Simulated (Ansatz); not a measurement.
Basis sets compared for `CCC(C)CC(C)CC(C)C`. Total charge 0; singlet. Geometry PBE-D4/def2-SVP. Ansatz on 4 threads of Arm Neoverse V2 on a shared host; times are rough, and most runs start from earlier orbitals.

```xyz
35

C    -2.660    2.790   -1.046
C    -1.167    2.855   -1.376
C    -0.293    1.768   -0.717
C     1.191    2.043   -0.990
C    -0.714    0.357   -1.172
C     0.090   -0.837   -0.619
C    -0.427   -2.140   -1.242
C     0.056   -0.877    0.920
C     0.835   -2.015    1.609
C     2.324   -2.008    1.239
C     0.651   -1.936    3.129
H    -3.204    3.653   -1.481
H    -2.831    2.808    0.051
H    -3.139    1.871   -1.440
H    -0.772    3.849   -1.068
H    -1.024    2.807   -2.480
H    -0.459    1.845    0.383
H     1.422    1.930   -2.071
H     1.465    3.078   -0.698
H     1.857    1.354   -0.433
H    -1.785    0.195   -0.915
H    -0.664    0.326   -2.285
H     1.148   -0.709   -0.939
H    -1.467   -2.351   -0.913
H    -0.436   -2.076   -2.349
H     0.193   -3.016   -0.967
H    -1.009   -0.928    1.244
H     0.443    0.087    1.321
H     0.404   -2.985    1.272
H     2.874   -2.809    1.774
H     2.795   -1.039    1.515
H     2.491   -2.160    0.154
H     1.074   -0.990    3.531
H    -0.422   -1.966    3.411
H     1.161   -2.775    3.646
```

Binding counts from free atoms (C triplet, H doublet) in the same basis, without a counterpoise term.

```
           level  functions  energy (Eh)  HOMO (eV)  LUMO (eV)  binding per atom (eV)  wall time
 PBE-D4/def2-SVP        274    -432.7272      -6.97       0.71                   4.27      4.9 s
PBE0-D4/def2-SVP        274    -432.8245      -8.32       1.56                   4.24      9.5 s
```

**Question.** Estimate the rows for PBE-D4/def2-TZVP (with forces), PBE0-D4/def2-TZVP.

**Answer.** 
| level | functions | energy (Eh) | HOMO (eV) | LUMO (eV) | binding per atom (eV) | wall time |
| --- | --- | --- | --- | --- | --- | --- |
| PBE-D4/def2-TZVP (with forces) | 485 | -433.1885 | -7.02 | 0.20 | 4.23 | 13 s |
| PBE0-D4/def2-TZVP | 485 | -433.2731 | -8.32 | 0.99 | 4.19 | 22 s |
